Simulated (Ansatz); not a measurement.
## Four-centre ligand exchange

Start structure (CH8GeO, closed shell), relaxed at PBE0-D4/def2-TZVP:

```xyz
11
angstrom
Ge -0.3411 -0.8391 -0.7437
H 0.8193 -0.2849 -1.5958
H -0.7078 -2.2293 -1.2970
H -1.5584 0.0862 -0.9476
C 0.1587 -0.9303 1.1361
H 0.9567 2.1737 -0.7210
O 0.4014 2.4223 0.0222
H -0.6679 -1.3256 1.7275
H 1.0240 -1.5810 1.2673
H 0.4055 0.0721 1.4861
H -0.4904 2.4357 -0.3340
```

The step: CH₆Ge ([CH3][GeH3]) + H₂O → CH₆GeO ([CH3][GeH2][OH]) + H₂; bonds formed: Ge1–O7, H2–H6; bonds broken: Ge1–H2, H6–O7. Computed with Ansatz 0.2.0 (basis: def2-TZVPP and def2-QZVPP); correlated methods freeze the cores. Filled d shells of the heavier atoms are correlated. The def2 sets are not built for correlating such inner shells, so the correlated values are less sure here. Extrapolation: Hartree–Fock as exp(−7.88 √X), correlation as X^−2.97. Energies below are by CCSD(T) at an estimated basis limit (MP2 extrapolated from triple and quadruple zeta, plus CCSD(T) − MP2 in triple zeta).

Task: What are the electronic barrier and the energy of the step, from the start structure to the end structure? (Judge from chemistry; the value comes from the calculation.)

Result: The calculation gives: Barrier 209.3 kJ/mol; step energy -2.1 kJ/mol (downhill); reverse barrier, their difference, 211.4 kJ/mol. Barrier and step energy count from the start structure, the reverse barrier from the end structure.

The saddle point: One imaginary mode of 1278i cm⁻¹.
| pair | start (Å) | saddle (Å) | end (Å) |
| --- | --- | --- | --- |
| Ge1–O7 | 3.43 | 2.04 | 1.79 |
| H2–H6 | 2.61 | 1.10 | 0.75 |
| Ge1–H2 | 1.54 | 1.92 | 4.32 |
| H6–O7 | 0.96 | 1.15 | 2.53 |

Zero-point energy (harmonic, PBE0-D4): ZPE is 216.8 kJ/mol at the start and 208.0 kJ/mol at the saddle, so the barrier goes from 209.3 to 200.5 kJ/mol.

The T1 diagnostic stays at or below 0.013.

Labels in which every atom is bracketed show which atoms are joined, not bond orders.

For scale, one of the runs: CCSD(T)/def2-TZVPP, 222 basis functions, launched by `ansatz run in.yaml --threads 4 --pin off --events-out ev --progress --plain --max-ram 9574MiB`. Hardware: 4 CPU threads of an Arm Neoverse V2, shared host. Wall time 74 s; peak host memory 3.6 GiB.
